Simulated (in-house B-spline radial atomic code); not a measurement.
## KLI/ALDAx excitations of the cadmium ion Cd²⁺

Method: KLI/ALDAx. Computed with an all-electron radial atomic-structure program (B-spline basis): linear response of the closed shell [Kr] 4d10 with the adiabatic LDA exchange kernel on the exchange-only KLI potential; scalar-relativistic (spin-free one-electron X2C), finite nucleus, no spin-orbit coupling, no double excitations, S, P, D and F terms only; shells from n = 2 respond. Only terms of natural parity with L up to 3 were computed.

Command:
```bash
python run_td.py task.json out
```
Settings (radii: box in bohr, nucleus in fm):
```
Z                        48
electrons                46
configuration            [Kr] 4d10
hamiltonian              x2c
method                   kli
box_radius               29.48
rms_radius               4.6087
intervals                107
```

Cost of the run: 6.9 s on 1 thread of Arm Neoverse N1, on a shared host.

The lowest states, in the order of their Tamm-Dancoff energies; the method's threshold (minus the highest occupied level) is 38.03 eV. Labels give the largest channel, * marks a mixed state, and oscillator strengths are full-response dipole values. Semilocal kernels can invert the small singlet-triplet splittings of Rydberg terms. Energies in eV:

```json
{"state": "4d → 5s 3D", "full response": "9.829", "Tamm-Dancoff": "9.857", "oscillator strength": "-"}
{"state": "4d → 5s 1D", "full response": "10.638", "Tamm-Dancoff": "10.662", "oscillator strength": "-"}
{"state": "4d → 5p 3P", "full response": "16.799", "Tamm-Dancoff": "16.837", "oscillator strength": "-"}
{"state": "4d → 5p 3F", "full response": "17.073", "Tamm-Dancoff": "17.089", "oscillator strength": "-"}
{"state": "4d → 5p 1F", "full response": "17.489", "Tamm-Dancoff": "17.492", "oscillator strength": "-"}
{"state": "4d → 5p 1P", "full response": "18.234", "Tamm-Dancoff": "18.320", "oscillator strength": "0.756"}
{"state": "4d → 5d 3S", "full response": "25.213", "Tamm-Dancoff": "25.238", "oscillator strength": "-"}
{"state": "4d → 6s 3D", "full response": "25.659", "Tamm-Dancoff": "25.662", "oscillator strength": "-"}
{"state": "4d → 5d 3D", "full response": "25.762", "Tamm-Dancoff": "25.768", "oscillator strength": "-"}
{"state": "4d → 6s 1D", "full response": "25.789", "Tamm-Dancoff": "25.794", "oscillator strength": "-"}
{"state": "4d → 5d 1D", "full response": "26.017", "Tamm-Dancoff": "26.026", "oscillator strength": "-"}
{"state": "4d → 5d 1S", "full response": "27.277", "Tamm-Dancoff": "27.456", "oscillator strength": "-"}
{"state": "4d → 6p 3P", "full response": "27.879", "Tamm-Dancoff": "27.886", "oscillator strength": "-"}
{"state": "4d → 6p 3F", "full response": "27.946", "Tamm-Dancoff": "27.949", "oscillator strength": "-"}
{"state": "4d → 6p 1F", "full response": "?", "Tamm-Dancoff": "?", "oscillator strength": "-"}
{"state": "4d → 6p 1P", "full response": "28.189", "Tamm-Dancoff": "28.206", "oscillator strength": "0.0448"}
{"state": "4d → 4f 3P", "full response": "29.709", "Tamm-Dancoff": "29.715", "oscillator strength": "-"}
{"state": "4d → 4f 3F", "full response": "29.846", "Tamm-Dancoff": "29.848", "oscillator strength": "-"}
{"state": "4d → 4f 1F", "full response": "29.925", "Tamm-Dancoff": "29.927", "oscillator strength": "-"}
{"state": "4d → 4f 1P", "full response": "?", "Tamm-Dancoff": "?", "oscillator strength": "?"}
{"state": "4d → 6d 3S", "full response": "30.92", "Tamm-Dancoff": "30.93", "oscillator strength": "-"}
{"state": "4d → 7s 3D", "full response": "30.97", "Tamm-Dancoff": "30.98", "oscillator strength": "-"}
```

(1) Where does 4d → 4f 1P lie?

(2) Where does 4d → 6p 1F lie?

(3) How large is the singlet-triplet splitting of 4d → 5s (D terms) in Tamm-Dancoff?

(4) What polarisabilities and dispersion coefficient does the method give?

Answers

(1) At 30.13 eV in full response, 30.16 eV in Tamm-Dancoff, oscillator strength 0.512.

(2) At 28.049 eV in full response, 28.049 eV in Tamm-Dancoff.

(3) 0.806 eV, from the unrounded values.

(4) Dipole 5.123 bohr³, quadrupole 19.01 bohr⁵, C6 25.78 hartree·bohr⁶ for two such species.
